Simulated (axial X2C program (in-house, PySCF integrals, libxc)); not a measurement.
**TeCl⁻: cheaper levels and CCSD(T), with spin–orbit coupling**

Computed with an in-house relativistic program for diatomic molecules. Two-component (2c) means X2C with spin–orbit coupling and atomic mean-field two-electron Coulomb and Gaunt terms. Basis: Te dyall-acv3z [12s13p9d5f1g], Cl dyall-av3z [9s8p3d2f] (cores contracted in-house); Gaussian nuclei, density fitting, unrestricted open shells. Masses: Te 129.906 u, Cl 34.969 u.

State: Ω = 0 (closed shell); fragments Te + Cl-.

```json
{"level": "PBE0", "Re (Å)": "2.457", "ωe (cm⁻¹)": "296.2", "De (eV)": "1.50"}
{"level": "HF", "Re (Å)": "2.480", "ωe (cm⁻¹)": "286.5", "De (eV)": "n/a"}
{"level": "MP2", "Re (Å)": "2.455", "ωe (cm⁻¹)": "307.1", "De (eV)": "1.31"}
{"level": "CCSD", "Re (Å)": "2.479", "ωe (cm⁻¹)": "290.9", "De (eV)": "1.27"}
{"level": "PBE", "Re (Å)": "2.489", "ωe (cm⁻¹)": "276.7", "De (eV)": "1.64"}
```

Correlated methods: 14 electrons correlated (number of frozen shells: Te 4 s, 3 p, 2 d; Cl 2 s, 1 p), 276 virtual spin orbitals or spinors in MP2, 90 natural virtuals in coupled cluster.

CCSD(T), same Hamiltonian and basis:

Re = 2.483 Å, ωe = 287.5 cm⁻¹, De = 1.32 eV; T1 = 0.010 (Lee–Taylor normalisation).

Task: Give the differences from CCSD(T) in the columns below.

Result: 

```tsv
level	ΔRe (Å)	Δωe (cm⁻¹)	ΔDe (eV)
PBE0	-0.026	8.7	0.18
HF	-0.003	-1.0	n/a
MP2	-0.028	19.6	-0.01
CCSD	-0.004	3.4	-0.05
PBE	0.006	-10.8	0.32
```

Occupations by symmetry block were frozen at the best pattern of an incomplete PBE0 search. The closed shell is kept restricted, so the energy runs too high when the bond is stretched far. De is counted from the lowest determinant-based energies of the atoms at the same level, without counterpoise correction. De is not given where an atomic determinant may have missed its ground term or J level, or where the truncated virtual space spoils (T). CCSD and (T) use frozen natural virtuals with an MP2 correction for the truncation; (T) itself is uncorrected, so its De runs slightly low. The functionals have no current-density term, which raises determinants with orbital currents, atoms included. The highest occupied level of some functionals is positive through self-interaction error; at Hartree–Fock it is bound. With the outer-core shells frozen, correlated bond lengths of heavy atoms tend to come out a few hundredths of an ångström too long.
